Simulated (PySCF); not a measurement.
A species of formula C3H8FNSi has this rotational fingerprint, computed with PBE0/pcSseg-1 in PySCF (dipole) on a GFN2-xTB geometry, gas phase:

* Rotational constants: A = 4132, B = 2317, C = 1721 MHz
* Dipole components: |μa| = 2.69 D, |μb| = 0.32 D, |μc| = 0.29 D
* Inertial defect: -46.80 u·Å²
* κ: -0.51

Question: Which structure is it? (One computed conformer of each.)
A. `[NH2:1][Si@@H:2]1[CH2:3][CH2:4][C@H:5]1[F:6]` with H–N1–Si2–C3 -75° and 149°, N1–Si2–C3–C4 -119°, Si2–C3–C4–C5 13°, C3–C4–C5–F6 -134°, N1–Si2–C5–C4 121°
B. `[F:1][C@@H:2]1[CH2:3][NH:4][SiH2:5][CH2:6]1` with F1–C2–C3–N4 -88°, C2–C3–N4–Si5 -10°, C3–N4–Si5–C6 -10°, N4–Si5–C6–C2 26°

Answer: A. It is N[Si@@H]1CC[C@H]1F, an asymmetric top, point group C1. The candidates at the same level (rigid rotor, commonest isotopes):

| SMILES | A (MHz) | B (MHz) | C (MHz) | μa (D) | μb (D) | μc (D) | Δ (u·Å²) | point group | rotor |
| --- | --- | --- | --- | --- | --- | --- | --- | --- | --- |
| F[C@@H]1CN[SiH2]C1 | 4443 | 2617 | 2109 | 0.50 | 1.00 | 1.35 | -67.25 | C1 | asymmetric top |
| N[Si@@H]1CC[C@H]1F | 4132 | 2317 | 1721 | 2.69 | 0.32 | 0.29 | -46.80 | C1 | asymmetric top |

`F[C@@H]1CN[SiH2]C1` has C 23 % too high. No structure here is proved a minimum.
